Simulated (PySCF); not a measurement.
Compound: C5H5O2 (charge -1).
Cartesian coordinates in Å at the GFN2-xTB level; atoms count from 1:
```xyz
12
C5H5O2 angstrom
C     -1.5039   -1.0226    0.8094
C     -0.7083   -0.1320    0.2598
C     -0.1666    1.2280    0.3155
C      0.2419    0.2450   -0.7643
C      1.7226   -0.3349   -0.7055
O      2.0272   -1.0276   -1.6803
O      2.3795   -0.0104    0.2858
H     -1.6171   -2.0136    0.3959
H     -2.0690   -0.8088    1.7070
H     -0.8109    2.0722    0.0884
H      0.6061    1.4340    1.0477
H     -0.1004    0.3699   -1.7854
```

The geometry is computed with GFN2-xTB (gas phase).

Masses are those of the commonest isotopes; rigid-rotor values at the optimised geometry. The values belong to one conformer with, in the numbering `[CH2:1]=[C:2]1[CH2:3][C@H:4]1[C:5](=[O:6])[O-:7]`, C3–C4–C5–O6 -174°.

(1) Give the principal moments of inertia and the rotational constants in cm⁻¹.

(2) Classify the top.

(3) Is it planar, by Δ = Ic − Ia − Ib?

(4) Where do the levels up to J = 2 lie, in K?

## Answers

(1) Ia = 99.25, Ib = 261.10, Ic = 290.61 u·Å²; 505379 MHz·u·Å²/I gives 5092, 1936 and 1739 MHz, that is A = 0.16985, B = 0.06456, C = 0.05801 cm⁻¹.

(2) An asymmetric top; Ray's κ = -0.883.

(3) Not planar: Δ = Ic − Ia − Ib = -69.73 u·Å². For a rigid frame Δ = −2 Σ m c², so Σ m c² = 34.87 u·Å² lies off the ab plane: 6.47 from hydrogen and 28.40 from heavier atoms. The atom farthest from that plane is 1.76 Å away.

(4) Above 0(0,0), as E/k:
J = 1: 1(0,1) 0.176, 1(1,1) 0.328, 1(1,0) 0.337
J = 2: 2(0,2) 0.529, 2(1,2) 0.671, 2(1,1) 0.699, 2(2,1) 1.154, 2(2,0) 1.154
The levels of one J sum to (2J + 1)J(J + 1)(A + B + C)/3.

No frequency check. No vibrational averaging or centrifugal distortion is included, and the geometry carries the error of its method.
